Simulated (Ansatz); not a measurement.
Name a neutral molecule of Br, Sn with size of the dipole moment (PBE/def2-TZVPP) between 2.60 and 2.90 D and vertical ionisation energy (CCSD(T)/def2-TZVPP) between 9.60 and 9.90 eV (Ansatz, PBE0-D4/def2-TZVP geometry).

`[Br][Sn][Br]` (2.81 D, 9.70 eV). Other molecules can fit too; these were computed, each in one conformer that needn't be the lowest.
